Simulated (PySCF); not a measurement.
Electron correlation in C²⁺ (carbon, charge +2)

[He] 2s1 3d1, high-spin 3D determinant (an excited configuration). Computed with PySCF 2.14 in x2c-QZVPPall with one added diffuse shell each of s, p, d, f type (8s5p4d3f1g, 73 functions), with the spin-free X2C one-electron Hamiltonian (Gaussian nucleus). Frozen: 1s2; 2 electrons correlated.

With two correlated electrons CCSD is exact within the correlated space (frozen core and kept virtual orbitals).

```tsv
level	correlation energy (mhartree)
CCSD	-10.83
```

Diagnostics: T1 = 0.0072, D1 = 0.0142, largest double amplitude 0.089.

The outer electron is Rydberg-like, and this basis confines it to a smaller radius and binds it less than a complete one would.

Cost of the coupled-cluster step: of the order of 5 core-seconds, for 2 correlated electrons.
